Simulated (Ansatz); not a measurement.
Ag3H4. Total charge 0; doublet. Geometry PBE0-D4/def2-TZVP.

```xyz
7

Ag    2.2608    0.2202    1.2686
Ag   -0.1045   -0.0931   -0.0636
Ag    0.5869    2.4082    0.7927
H     1.2502   -1.1383    0.4650
H    -0.8086    1.5523   -0.1206
H    -1.8204   -1.1787   -1.2335
H    -1.3644   -1.7705   -1.1085
```

In the def2 sets Ag takes a core potential; there is no spin–orbit coupling. In the doublet, H6 and H7 lie 0.76 Å apart (atoms count from 1), so H2 has formed as a molecule. Another isomer (doublet) lies 0.03 eV lower at PBE0-D4/def2-TZVP; other spin states weren't run for this one.

Question: Estimate the α-spin orbital energies around the gap (eV) in Ansatz with HF/def2-TZVP, PBE-D4/def2-TZVP, r2SCAN-D4/def2-TZVP, PBE0-D4/def2-TZVP, r2SCAN0-D4/def2-TZVP.

Answer: 
```csv
orbital,HF/def2-TZVP,PBE-D4/def2-TZVP,r2SCAN-D4/def2-TZVP,PBE0-D4/def2-TZVP,r2SCAN0-D4/def2-TZVP
HOMO−9,-13.81,-7.78,-7.98,-9.43,-9.62
HOMO−8,-13.72,-7.55,-7.76,-9.22,-9.41
HOMO−7,-13.71,-7.50,-7.73,-9.21,-9.41
HOMO−6,-13.70,-7.49,-7.71,-9.17,-9.37
HOMO−5,-13.69,-7.36,-7.59,-9.10,-9.31
HOMO−4,-13.52,-7.32,-7.55,-9.08,-9.28
HOMO−3,-13.16,-7.13,-7.32,-8.78,-8.97
HOMO−2,-10.89,-7.00,-7.16,-8.24,-8.37
HOMO−1,-9.46,-5.83,-5.97,-6.89,-7.03
HOMO,-5.92,-4.07,-4.20,-4.61,-4.77
LUMO,0.72,-2.59,-2.43,-1.81,-1.72
LUMO+1,0.95,-1.76,-1.53,-1.11,-0.99
LUMO+2,1.64,-1.41,-1.13,-0.64,-0.45
LUMO+3,2.65,-0.58,-0.21,0.19,0.43
LUMO+4,2.74,0.17,0.58,0.81,1.06
LUMO+5,2.76,0.19,0.73,0.92,1.21
β HOMO,-9.07,-5.72,-5.83,-6.72,-6.83
β LUMO,0.67,-3.57,-3.25,-2.60,-2.43
```
